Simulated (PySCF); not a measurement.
BrF2HOSi. Atoms are numbered in the order given.

```xyz
6

O      1.5381    -1.3390     0.0000
Si    -0.0009    -0.8007     0.0000
F     -0.8081    -1.3461     1.2796
F     -0.8081    -1.3461    -1.2796
Br     0.0159     1.3841     0.0000
H      1.6954    -2.2919     0.0000
```

The structure is a stationary point at B3LYP-D3(BJ)/def2-SVP. The structure was generated by enumeration, and PubChem lists no compound with its InChIKey, so it may never have been made. Other conformers were not sampled.

Computed with r2SCAN/def2-TZVP in PySCF.

Q: Estimate the frontier levels, gap, dipole moment and polarisability. (An estimate is asked for; the answer gives what the named calculation found.)

A: 
* **highest occupied level**: -8.24 eV
* **lowest empty level**: -0.66 eV
* **orbital gap**: 7.57 eV
* **dipole moment**: 1.57 D
* **quadrupole, principal values (traceless, Buckingham form, about the centre of nuclear charge)**: -6.32, -5.54, 11.85 D·Å
* **mean static polarisability**: 43.0 bohr³ (6.37 Å³)
* **polarisability, principal values**: 36.8, 38.9, 53.3 bohr³
